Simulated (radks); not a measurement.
Q: Radial electron density D(r) = 4 pi r^2 rho(r) of an atom or ion with 8 electrons. Method: Dirac Kohn-Sham, BLYP, spin-unpolarised, spherical densities, finite nucleus; Fermi nuclear charge, rms radius of each element as measured or else 0.836 A^(1/3) + 0.57 fm; computed with a radial shooting solver on a logarithmic mesh with Libxc functionals.

```
   r/bohr * D(r) (the largest magnitude, 10.9, reaches the edge; | marks zero)
 0.007543 | *
 0.009213 |  *
  0.01134 |   *
  0.01385 |     *
  0.01706 |       *
  0.02083 |          *
  0.02545 |               *
  0.03133 |                    *
  0.03827 |                          *
  0.04712 |                                  *
  0.05755 |                                         *
  0.07085 |                                                *
  0.08654 |                                                     *
   0.1057 |                                                      *
   0.1301 |                                                   *
    0.159 |                                             *
   0.1957 |                                    *
    0.239 |                            *
   0.2943 |                        *
   0.3595 |                         *
   0.4391 |                             *
   0.5406 |                                  *
   0.6603 |                                  *
   0.8129 |                             *
   0.9929 |                     *
    1.222 |            *
    1.493 |     *
    1.824 | *
    2.245 |*
    2.743 *
```

What is the nuclear charge?

A: Z = 10. The innermost maximum, from 1s, lies near gamma/Z bohr with gamma = sqrt(1 - (Z/c)^2) = 0.997, here 0.0997 bohr (found: 0.103), and its height grows with Z. The density is that of the neon ion Ne2+ in [He] 2s2 2p4; the configuration itself is not fixed sharply by these data. D(r) has 2 maxima, at r = 0.103, 0.609 bohr, and minima at 0.311 bohr, inside which lie 2.21 electrons.
